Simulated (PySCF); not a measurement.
Species: C3H14OSi3.
SMILES with atom numbers: `[CH3:1][CH2:2][O:3][C:4]([SiH3:5])([SiH3:6])[SiH3:7]` (hydrogens: H8, H9, H10 on C1; H11, H12 on C2; H13, H14, H15 on Si5; H16, H17, H18 on Si6; H19, H20, H21 on Si7)

The same species was optimised twice, with GFN2-xTB and with PBE0-D3(BJ)/def2-SVP (PySCF), and the same property calculations (PySCF, gas phase) were run on both structures.

```tsv
coordinate	GFN2-xTB	PBE0-D3(BJ)/def2-SVP	change
O3–C4 (Å)	1.452	1.430	-0.022
C1–C2 (Å)	1.521	1.508	-0.013
C4–Si5 (Å)	1.917	1.907	-0.010
C4–Si6 (Å)	1.915	1.913	-0.002
C2–O3 (Å)	1.403	1.405	+0.002
C4–Si7 (Å)	1.916	1.914	-0.002
O3–C4–Si5 (°)	97.2	102.1	+4.9
Si5–C4–Si7 (°)	111.7	108.2	-3.5
Si5–C4–Si6 (°)	111.7	108.3	-3.4
O3–C4–Si7 (°)	111.5	113.2	+1.7
O3–C4–Si6 (°)	111.5	113.3	+1.8
Si6–C4–Si7 (°)	112.3	111.2	-1.1
C2–O3–C4 (°)	117.3	117.0	-0.3
C1–C2–O3 (°)	108.2	108.3	+0.1
C1–C2–O3–C4 (°)	180	-179	+1
C2–O3–C4–Si5 (°)	180	-178	+2
```

Rotational constants: A = 1447, B = 974.2, C = 969.6 MHz (GFN2-xTB) against A = 1501, B = 965.3, C = 952.8 MHz (PBE0-D3(BJ)/def2-SVP).

On the GFN2-xTB structure: HOMO (eV) -7.12 [PBE0/pcSseg-1]; LUMO (eV) 0.19 [PBE0/pcSseg-1]; dipole (D) 1.00 [PBE0/pcSseg-1]; GIAO shielding of C1 (ppm) 168.2 [PBE0/pcSseg-1]; GIAO shielding of C2 (ppm) 116.8 [PBE0/pcSseg-1]; GIAO shielding of O3 (ppm) 295.2 [PBE0/pcSseg-1]; GIAO shielding of C4 (ppm) 132.9 [PBE0/pcSseg-1]; GIAO shielding of Si5/Si6/Si7 (mean) (ppm) 417.3 [PBE0/pcSseg-1].

**Question.** What do these properties become on the PBE0-D3(BJ)/def2-SVP structure?

**Answer.** 
```json
{"property": "HOMO (eV)", "level": "PBE0/pcSseg-1", "on GFN2-xTB": "-7.12", "on PBE0-D3(BJ)/def2-SVP": "-7.17", "change": "-0.05"}
{"property": "LUMO (eV)", "level": "PBE0/pcSseg-1", "on GFN2-xTB": "0.19", "on PBE0-D3(BJ)/def2-SVP": "0.15", "change": "-0.04"}
{"property": "dipole (D)", "level": "PBE0/pcSseg-1", "on GFN2-xTB": "1.00", "on PBE0-D3(BJ)/def2-SVP": "1.11", "change": "+0.11"}
{"property": "energy, GFN2-xTB geometry as zero (kcal/mol)", "level": "PBE0/pcSseg-1", "on GFN2-xTB": "0.0", "on PBE0-D3(BJ)/def2-SVP": "-2.0", "change": "-2.0"}
{"property": "GIAO shielding of C1 (ppm)", "level": "PBE0/pcSseg-1", "on GFN2-xTB": "168.2", "on PBE0-D3(BJ)/def2-SVP": "166.7", "change": "-1.5"}
{"property": "GIAO shielding of C2 (ppm)", "level": "PBE0/pcSseg-1", "on GFN2-xTB": "116.8", "on PBE0-D3(BJ)/def2-SVP": "116.0", "change": "-0.8"}
{"property": "GIAO shielding of O3 (ppm)", "level": "PBE0/pcSseg-1", "on GFN2-xTB": "295.2", "on PBE0-D3(BJ)/def2-SVP": "302.5", "change": "+7.3"}
{"property": "GIAO shielding of C4 (ppm)", "level": "PBE0/pcSseg-1", "on GFN2-xTB": "132.9", "on PBE0-D3(BJ)/def2-SVP": "135.8", "change": "+2.9"}
{"property": "GIAO shielding of Si5/Si6/Si7 (mean) (ppm)", "level": "PBE0/pcSseg-1", "on GFN2-xTB": "417.3", "on PBE0-D3(BJ)/def2-SVP": "416.0", "change": "-1.3"}
```

The heavy atoms differ by 0.052 Å rms after alignment. Among bonds between heavy atoms O3–C4 changes most (-0.022 Å). Changes are differences of the printed values. Neither structure is proved a minimum here.

Conformer computed: `[CH3:1][CH2:2][O:3][C:4]([SiH3:5])([SiH3:6])[SiH3:7]`: C1–C2–O3–C4 -179°, C2–O3–C4–Si5 -178°.
